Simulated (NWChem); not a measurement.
Molecule: SnNH₅O; SMILES [SnH2]([OH])[NH2]

```xyz
8

Sn    -0.2757     0.0297     0.0015
N      0.8627    -1.6459    -0.0308
O      0.9708     1.5883    -0.0825
H     -1.1300     0.0726     1.4869
H     -1.2702     0.0257    -1.3940
H      1.4071    -1.7421    -0.8860
H      1.5114    -1.7031     0.7521
H      0.5204     2.4363    -0.0002
```
Atoms are numbered in this order, from 1.

Computed with NWChem. STO-3G and 3-21G are far too small for this property and stand as cheap habits. The geometry was optimised at PBE0/def2-SVP. def2 effective core potentials on Sn; no spin-orbit coupling. Field at 589 nm.

```csv
level,isotropic polarisability (bohr³),anisotropy (bohr³),relative time
"B3LYP/STO-3G (all-electron, non-relativistic)",22.6,9.1,1
B3LYP/def2-SVP (core potentials),44.9,6.9,3
B3LYP/def2-SVPD (core potentials),56.7,6.2,7
```

Times are rough ratios from one shared machine.
